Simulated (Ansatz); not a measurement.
Al12⁻ (relaxed from a model of Al12 flat piece, whose bonding it doesn't keep). Total charge -1; doublet. Geometry PBE-D4/def2-SVP, that of the neutral singlet; atoms count from 1.

```xyz
12

Al    0.097    3.123   -0.891
Al    1.187    1.230    0.812
Al    0.302    0.811   -1.909
Al    0.066   -1.475   -3.107
Al   -0.388    3.402    1.534
Al   -1.489    1.072    0.179
Al    1.566   -0.986   -0.405
Al    0.657   -3.376   -1.494
Al   -1.088    1.386    2.954
Al   -0.121   -0.797    1.935
Al   -1.165   -1.306   -0.570
Al    0.375   -3.083    0.961
```

(1) Estimate the Mulliken populations from the PBE0/def2-SVP orbitals of Ansatz.

(2) Where does the spin sit?

(3) And the Mayer bond orders between heavy atoms (over 0.3)?

## Answers

(1) 
```tsv
atom	charge (e)	spin (α − β)
Al1	-0.02	0.33
Al2	-0.28	-0.04
Al3	0.02	-0.05
Al4	0.05	0.21
Al5	0.02	0.00
Al6	-0.30	0.06
Al7	-0.28	-0.04
Al8	0.02	0.00
Al9	0.05	0.21
Al10	0.02	-0.05
Al11	-0.30	0.05
Al12	-0.02	0.33
```
Mulliken values depend strongly on the basis.

(2) Summed by element: Al 1.00, of 1 unpaired in all. Largest on single atoms: Al1 0.33, Al12 0.33, Al9 0.21.

(3) Al1–Al2 0.33 (2.77 Å); Al1–Al3 0.74 (2.53 Å); Al1–Al5 0.77 (2.49 Å); Al1–Al6 0.36 (2.81 Å); Al2–Al5 0.43 (2.78 Å); Al2–Al6 0.32 (2.75 Å); Al2–Al7 0.66 (2.56 Å); Al2–Al10 0.38 (2.66 Å); Al3–Al4 0.66 (2.59 Å); Al3–Al7 0.38 (2.66 Å); Al4–Al8 0.68 (2.56 Å); Al4–Al11 0.32 (2.82 Å); Al5–Al6 0.32 (2.91 Å); Al5–Al9 0.67 (2.56 Å); Al6–Al9 0.32 (2.82 Å); Al6–Al11 0.67 (2.51 Å); Al7–Al8 0.43 (2.78 Å); Al7–Al11 0.32 (2.75 Å); Al7–Al12 0.33 (2.77 Å); Al8–Al11 0.33 (2.91 Å); Al8–Al12 0.77 (2.49 Å); Al9–Al10 0.65 (2.60 Å); Al10–Al12 0.74 (2.53 Å); Al11–Al12 0.36 (2.81 Å).
